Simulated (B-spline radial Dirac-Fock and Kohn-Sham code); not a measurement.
Core-level shifts of bismuth with charge state

Method: Dirac-Fock ΔSCF + Breit + QED. Computed with an atomic code on a B-spline grid. Each ion is free and in its tabulated ground configuration. Correlation energy is missing from these numbers.

Reference: Bi³¹⁺, [Kr] 4d10 4f6, with M3 4280.3 eV, M4 3790.4 eV, N1 1958.8 eV, N2 1824.4 eV, N4 1460.9 eV, Kα1 (K-L3) 77105.6 eV, Kβ1 (K-M3) 87357.0 eV, Lα1 (L3-M5) 10850.1 eV. Shifts from it, in eV (a dash: the subshell is empty, belongs to an open shell averaged over j, or its hole state is left out as unreliable):

| ion | configuration | M3 | M4 | N1 | N2 | N4 | Kα1 | Kβ1 | Lα1 |
| --- | --- | --- | --- | --- | --- | --- | --- | --- | --- |
| Bi³²⁺ | [Kr] 4d10 4f5 | +69.4 | +69.7 | +59.0 | +58.8 | +56.8 | -1.61 | -1.39 | +0.01 |
| Bi³³⁺ | [Kr] 4d10 4f4 | +140.1 | +140.7 | +118.8 | +118.5 | +114.4 | -3.28 | -2.69 | +0.12 |
| Bi³⁴⁺ | [Kr] 4d10 4f3 | +212.2 | +213.2 | +179.5 | +179.0 | +172.9 | -4.99 | -3.89 | +0.34 |
| Bi³⁵⁺ | [Kr] 4d10 4f2 | +285.7 | +287.1 | +241.0 | +240.4 | +232.3 | -6.77 | -4.99 | +0.68 |

Over this range M3 (3p3/2) moves by +285.7 eV and Kα1 by -6.8 eV: a line is a difference of two levels that shift in the same direction.
